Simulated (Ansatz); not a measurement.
Consider the formal exchange of groups at the Sb–Si bond: `[OH][SbH][SiH3]` + `CCCCBr` → `C[CH2][SbH][OH]` + `[SiH3]CCBr`.

Gas-phase electronic energies from Ansatz, PBE0-D4/def2-TZVP geometries. CCSD(T)/CBS is the MP2 limit (def2-TZVPP, def2-QZVPP) plus CCSD(T) − MP2 in def2-TZVPP, frozen cores. DFT in def2-TZVPP. B3LYP here is the variant with VWN-RPA as its local correlation; programs differ in this. def2 core potentials past Kr. For Br, Sb outer-core shells are correlated without core-valence functions, which leaves a few kJ/mol of doubt a bond. Scalar relativity is left out up to krypton. Each species was taken in one conformer, which may not be the lowest.

Q: Is it downhill or uphill in electronic energy at CCSD(T)/CBS, and by how much? (Best estimate.)

A: The calculation gave: Uphill: ΔE = +14.4 kJ/mol.

Q: What do these levels give: r2SCAN-D4, B3LYP-D4, MP2/def2-TZVPP, MP2/def2-QZVPP, SCS-MP2/def2-QZVPP, CCSD/CBS(def2)? (Estimate.)

A: Computed: r2SCAN-D4 17.9, B3LYP-D4 17.3, MP2/def2-TZVPP 8.9, MP2/def2-QZVPP 9.2, SCS-MP2/def2-QZVPP 9.7, CCSD/CBS(def2) 15.6 kJ/mol.

Largest T1 diagnostic among the species: 0.014.

In def2-TZVPP, CCSD(T) changes the Hartree–Fock value by −7.4 kJ/mol (the triples alone add −1.2 kJ/mol) and MP2 by −11.8 kJ/mol.
